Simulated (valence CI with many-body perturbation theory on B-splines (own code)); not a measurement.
## I48+: E2, E3, M1, M2 decay

Calculated by valence CI with perturbative core correlation (CI+MBPT): three valence electrons over a frozen Dirac-Fock core [He], a basis of 11 s, 11 p, 10 d, 8 f, 5 g, 2 h functions for each j, with the one-electron correlation potential Σ1, the two-electron term Σ2, the three-electron term Σ3, Breit, model QED; selected CI, second order for the rest, scaled by the run's own slope (own B-spline code, finite nucleus).

The last digits are not significant, and no measured levels were compared; by estimate large intervals hold to a few tenths of a per cent, small ones and those within an open d or f shell to about a per cent.

Lines 1 to 36 of 36 in falling wavelength, among levels below 529.51 Ry, chosen from the decays that carry over 1 % of a level's rate. Wavelengths and rates use the calculated energies. Electric multipoles are in the length gauge, E1 and E2 with the static RPA response of the core. Weak lines are less certain than strong ones. Lines between different terms over intervals too small for the method are left out, as are lines whose strength nearly cancels. The highest levels of a list are the least certain.

Levels are named by their leading jj configuration (3d3/2^4 stands for four electrons in 3d with j = 3/2), which in mixed levels can hold well under half, so a name can repeat and another be missing. Letters in brackets count levels of one name in rising energy.

```tsv
λ vac (nm)	Upper	Lower	Type	A (s⁻¹)	Branch %
4.394	(2s 2p1/2 2p3/2) J=3/2 [a]	(2s 2p1/2^2) J=1/2	M1	1.56e+08	4.9
4.143	(2s 2p3/2 3d5/2) J=9/2	(2s 2p1/2 3d5/2) J=7/2	M1	1.56e+08	1.3
3.756	(2s^2 2p3/2) J=3/2	(2s^2 2p1/2) J=1/2	M1	1.66e+08	32.8
0.2674	(2p1/2^2 3p1/2) J=1/2	(2p1/2^2 2p3/2) J=3/2	E2	3.08e+11	1.3
0.2644	(2s 2p3/2 3p3/2) J=7/2	(2s 2p3/2^2) J=3/2	E2	8.84e+09	1.9
0.2641	(2s^2 3p1/2) J=1/2	(2s^2 2p3/2) J=3/2	E2	3.91e+11	15.0
0.2603	(2s 2p3/2 3p3/2) J=7/2	(2s 2p3/2^2) J=5/2	E2	1.21e+11	25.5
0.2597	(2s 2p3/2 3p3/2) J=1/2 [b]	(2s 2p3/2^2) J=3/2	E2	2.11e+11	5.3
0.2594	(2s 2p1/2 3p3/2) J=5/2	(2s 2p1/2 2p3/2) J=5/2	E2	1.08e+11	1.5
0.2585	(2s^2 3p3/2) J=3/2	(2s^2 2p3/2) J=3/2	E2	1.74e+11	1.4
0.2568	(2s 2p3/2 3d5/2) J=9/2	(2s 2p3/2^2) J=5/2	M2	5.50e+09	44.3
0.2568	(2s 2p3/2 3d5/2) J=9/2	(2s 2p3/2^2) J=5/2	E3	2.82e+08	2.3
0.2558	(2s 2p3/2 3p3/2) J=1/2 [b]	(2s 2p3/2^2) J=5/2	E2	8.35e+10	2.1
0.2440	(2s 2p3/2 3p3/2) J=7/2	(2s 2p1/2 2p3/2) J=5/2	E2	1.11e+11	23.3
0.2435	(2s 2p1/2 3p3/2) J=5/2	(2s 2p1/2^2) J=1/2	E2	2.12e+11	2.9
0.2426	(2s 2p3/2 3p3/2) J=7/2	(2s 2p1/2 2p3/2) J=3/2 [a]	E2	1.58e+11	33.4
0.2424	(2s 2p3/2 3p3/2) J=1/2 [b]	(2s 2p1/2 2p3/2) J=3/2 [b]	E2	2.25e+11	5.6
0.2419	(2s^2 3p3/2) J=3/2	(2s^2 2p1/2) J=1/2	E2	2.04e+11	1.6
0.2410	(2s 2p3/2 3d5/2) J=9/2	(2s 2p1/2 2p3/2) J=5/2	M2	1.22e+09	9.9
0.2410	(2s 2p3/2 3d5/2) J=9/2	(2s 2p1/2 2p3/2) J=5/2	E3	2.77e+08	2.2
0.2395	(2s 2p3/2 3d5/2) J=9/2	(2s 2p1/2 2p3/2) J=3/2 [a]	E3	4.90e+08	3.9
0.2357	(2p1/2 2p3/2 3d3/2) J=7/2	(2s 2p1/2 2p3/2) J=3/2 [b]	E2	3.33e+11	23.1
0.2352	(2p3/2^2 3d5/2) J=7/2	(2s 2p3/2^2) J=3/2	E2	5.02e+11	9.7
0.2338	(2p1/2^2 3d3/2) J=3/2	(2s 2p1/2^2) J=1/2	E2	1.04e+12	1.4
0.2336	(2p1/2 2p3/2 3d3/2) J=7/2	(2s 2p1/2 2p3/2) J=5/2	E2	5.39e+11	37.3
0.2328	(2p1/2 2p3/2 3d3/2) J=5/2 [a]	(2s 2p1/2 2p3/2) J=3/2 [a]	E2	5.16e+11	1.2
0.2327	(2p1/2 2p3/2 3d3/2) J=1/2 [a]	(2s 2p1/2 2p3/2) J=3/2 [a]	E2	9.58e+11	1.6
0.2324	(2p1/2 2p3/2 3d5/2) J=9/2	(2s 2p1/2 2p3/2) J=5/2	E2	1.09e+12	77.4
0.2322	(2p1/2 2p3/2 3d3/2) J=7/2	(2s 2p1/2 2p3/2) J=3/2 [a]	E2	1.86e+11	12.9
0.2320	(2p3/2^2 3d5/2) J=7/2	(2s 2p3/2^2) J=5/2	E2	5.53e+11	10.6
0.2320	(2p3/2^2 3d5/2) J=9/2	(2s 2p3/2^2) J=5/2	E2	1.10e+12	61.4
0.2317	(2p1/2 2p3/2 3d5/2) J=7/2 [a]	(2s 2p1/2 2p3/2) J=3/2 [a]	E2	8.91e+11	6.6
0.1932	(2p1/2^2 4f7/2) J=7/2	(2p1/2^2 2p3/2) J=3/2	E2	8.38e+11	1.0
0.1917	(2s 2p1/2 4f7/2) J=9/2	(2s 2p1/2 2p3/2) J=5/2	E2	8.23e+11	1.0
0.1912	(2s^2 4f7/2) J=7/2	(2s^2 2p3/2) J=3/2	E2	8.37e+11	1.0
0.1830	(2s 2p1/2 4f5/2) J=3/2	(2s 2p1/2^2) J=1/2	E2	8.52e+11	1.0
```
